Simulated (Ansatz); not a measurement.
`FC([SiH3])B[SiH3]` + `N=C=CN` → `N=C=CNB[SiH3]` + `FC[SiH3]`  (ligand exchange at a B–C bond)

Calculated with Ansatz (gas phase, PBE0-D4/def2-TZVP geometries, no zero-point term in ΔE). CBS: MP2 limit from def2 TZ/QZ plus the TZ coupled-cluster correction, frozen cores. DFT in def2-TZVPP. B3LYP here is the variant with VWN-RPA as its local correlation; programs differ in this. One conformer a species, not always the lowest.

```
             level  ΔE (kJ/mol)  difference from CCSD(T)/CBS
            PBE-D4       -126.7                         10.7
         r2SCAN-D4       -130.8                          6.6
          B3LYP-D4       -139.7                         -2.3
           ωB97M-V       -131.4                          6.0
               PBE       -131.4                          6.0
            r2SCAN       -131.7                          5.7
              PBE0       -133.7                          3.7
             B3LYP       -147.5                        -10.1
     HF/def2-TZVPP       -157.2                        -19.8
    MP2/def2-TZVPP       -140.3                         -2.9
SCS-MP2/def2-TZVPP       -145.0                         -7.6
CCSD(T)/def2-TZVPP       -139.3                         -1.9
    MP2/def2-QZVPP       -139.3                         -1.9
SCS-MP2/def2-QZVPP       -144.3                         -6.9
      HF/CBS(def2)       -157.7                        -20.3
    CCSD/CBS(def2)       -139.6                         -2.2
       CCSD(T)/CBS       -137.4                            0
```

Largest T1 diagnostic among the species: 0.016.

In def2-TZVPP, CCSD(T) changes the Hartree–Fock value by +17.9 kJ/mol (the triples alone add +2.3 kJ/mol) and MP2 by +16.9 kJ/mol. The D4 term adds +7.8 kJ/mol with B3LYP and +4.1 kJ/mol with PBE0; it sums over pairs of atoms, weighted by their polarisabilities, and B3LYP, whose exchange is more repulsive, gets the larger term.
